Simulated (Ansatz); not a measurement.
`[F][SnH]([F])[O][SiH3]`, charge 0, multiplicity 1.

Task: Give a relaxed structure at PBE0-D4/def2-TZVP (Ansatz 0.2.0). (An estimate is asked.)

Result: Ansatz gave: 
Z-matrix (Å, degrees):
```
Sn
F 1 1.900
O 1 1.916 2 106.4
F 1 1.900 2 103.9 3 112.2
H 1 1.682 2 112.5 3 -126.1
Si 3 1.647 1 137.4 2 53.3
H 6 1.485 3 108.8 1 122.9
H 6 1.485 3 108.9 1 -117.9
H 6 1.486 3 110.8 1 2.5
```
Point group Cs.
This is one stationary point; other conformers may exist.
